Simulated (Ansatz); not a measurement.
Ideal-gas functions of FH₃O₃SW, SMILES `[OH][W]([OH])([OH])([F])=[S]` at 500 K and 1 bar, from an Ansatz frequency run at PBE0-D4/def2-TZVP.

Molar mass 285.93 g/mol, point group Cs (symmetry number 1), electronic degeneracy 1, moments of inertia 234.984, 272.804, 289.223 u Å². Harmonic wavenumbers (cm⁻¹, unscaled): 124, 125, 198, 204, 234, 250, 344, 350, 414, 441, 532, 581, 609, 668, 681, 736, 757, 794, 3878, 3880, 3890.

Use S(trans) = R[1.5 ln M + 2.5 ln T − 1.1517]; rotational temperatures θ = 24.2544 K / I; S(rot) = R[ln(√π/σ · √(T³/θAθBθC)) + 1.5]; for each mode x = 1.438777 ν̃/T, S = R[x/(eˣ − 1) − ln(1 − e⁻ˣ)] and H = RT x/(eˣ − 1); 1 cm⁻¹ = 0.0119627 kJ/mol; R = 8.31446 J/(mol·K).

Task: By hand: the entropy, in J/(mol·K).

Result: Translation 190.1. Rotation: θ = 0.1032, 0.0889, 0.0839 K, giving 124.5. Vibration, mode by mode: 16.93, 16.86, 13.10, 12.86, 11.76, 11.23, 8.73, 8.60, 7.33, 6.87, 5.54, 4.95, 4.64, 4.05, 3.94, 3.47, 3.31, 3.05, 0.00, 0.00, 0.00, in all 147.2. Electronic 0.0. Sum 461.8 J/(mol·K).

Task: By hand: H − E and G − E in kJ/mol, counted from the electronic energy.

Result: Zero-point energy ½ × 19690 × 0.0119627 = 117.8; thermal vibration 38.9; translation, rotation and pV give 4 RT = 16.6. H − E = 173.3 kJ/mol, and G − E = 173.3 − 500 × 461.8/1000 = -57.6 kJ/mol.

Vibration gives 32 % of the entropy, 33.8 J/(mol·K) of it from the modes under 150 cm⁻¹: soft modes count most, and the harmonic formula is weakest for them. The sum counts one conformer and one mirror image; others add a mixing term.
